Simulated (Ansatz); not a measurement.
A nudged elastic band was laid between two geometries of GaH3O (5 atoms, charge 0, multiplicity 1).

Method: RKS B3LYP-D4/def2-SVP in Ansatz.

```
movable images  : 5
climbing image  : yes
spring          : 20.0 eV/Å²
optimiser       : quadratic models (default)
start path      : through a guess of the saddle point
force threshold : 0.05 eV/Å
iteration limit : 60
end points      : relaxed
```

Initial state:

```xyz
5
Properties=species:S:1:pos:R:3
Ga 0.481 -0.002 0.017
O 0.784 -0.156 1.779
H -0.008 -0.238 2.326
H 1.796 0.128 -0.813
H -1.008 -0.015 -0.481
```

Final state:

```xyz
5
Properties=species:S:1:pos:R:3
Ga -0.118 0.259 -1.018
O 1.057 0.118 1.026
H 0.546 -0.362 1.693
H 1.971 -0.192 1.091
H -1.411 -0.104 0.036
```

Task: What changes between the two ends?

Result: Bonds broken: Ga1–O2, Ga1–H4. Bonds formed: O2–H4. GaH3O becomes GaH + H2O.

Task: What energy profile does the band end with?

Result: The run converged. The highest image is number 3 of 0 to 6, 2.52 eV above the first end and 1.64 eV above the last; the last end lies 0.88 eV above the first. Neighbouring images differ by up to 1.2 eV, so the band resolves the path poorly. Another band between the same ends (5 images) ends at a top of the same energy, where a vibrational analysis finds 1 clearly imaginary mode. The orbitals stay closed-shell, which can raise the energy where a bond breaks towards radicals; this wasn't checked here.

| image | path coordinate (Å) | energy (eV) | Ga1–O2 (Å) | Ga1–H4 (Å) | O2–H4 (Å) |
| --- | --- | --- | --- | --- | --- |
| 0 | 0.00 | 0.00 | 1.79 | 1.56 | 2.80 |
| 1 | 0.57 | 0.29 | 1.79 | 1.55 | 2.47 |
| 2 | 1.14 | 1.35 | 1.83 | 1.54 | 2.00 |
| 3 | 1.71 | 2.52 | 1.99 | 1.65 | 1.43 |
| 4 | 2.25 | 1.31 | 2.24 | 2.07 | 1.01 |
| 5 | 2.79 | 0.93 | 2.37 | 2.68 | 0.97 |
| 6 | 3.32 | 0.88 | 2.36 | 3.00 | 0.97 |

Task: What is the geometry of the highest image?

Result: 
```xyz
5
Properties=species:S:1:pos:R:3:forces:R:3
Ga 0.223 0.112 -0.455 0.00 0.00 0.00
O 0.876 0.154 1.429 0.00 0.00 0.00
H 0.646 -0.457 2.154 0.00 0.00 0.00
H 1.671 -0.168 0.290 0.00 0.00 0.00
H -1.372 0.078 -0.591 0.00 0.00 0.00
```

The run took 100 s on 1 thread of Arm Neoverse V1 (shared host), peak memory 0.12 GiB.
